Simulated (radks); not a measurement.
Valence configurations of Nd III (all share [Xe]). Calculated with a radial shooting solver on a logarithmic mesh with Libxc functionals: Dirac Kohn-Sham, PBE, spin-unpolarised, spherical densities, finite nucleus; open shells fill j = l - 1/2 first; Fermi nuclear charge, rms radius 4.9123 fm. Energies are relative to 4f4; eigenvalues in eV.

4f4: E (eV) 0.000; e(4f5/2) -14.666
4f3 5d1: E (eV) 2.878; e(4f5/2) -20.132; e(5d3/2) -15.165
4f3 5d0.5 6s0.5: E (eV) 3.450; e(4f5/2) -21.436; e(5d3/2) -16.051; e(6s1/2) -14.749
4f3.5 6s0.5: E (eV) 1.309; e(4f5/2) -18.499; e(6s1/2) -14.396
4f3 6p1: E (eV) 7.914; e(4f5/2) -23.712; e(6p1/2) -12.126
4f3 6s1: E (eV) 4.180; e(4f5/2) -22.780; e(6s1/2) -15.339
4f3 5d0.5 6p0.5: E (eV) 5.267; e(4f5/2) -21.904; e(5d3/2) -16.422; e(6p1/2) -11.383
4f2 5d2: E (eV) 10.253; e(4f5/2) -26.587; e(5d3/2) -16.663
4f2 6s2: E (eV) 15.386; e(4f5/2) -32.411; e(6s1/2) -17.207
4f3.5 6p0.5: E (eV) 3.077; e(4f5/2) -18.970; e(6p1/2) -11.140

NIST lists [Xe] 4f4 as the ground configuration; this level of theory agrees among the configurations tried. The energies are those of spherical spin-averaged densities, not of single terms.
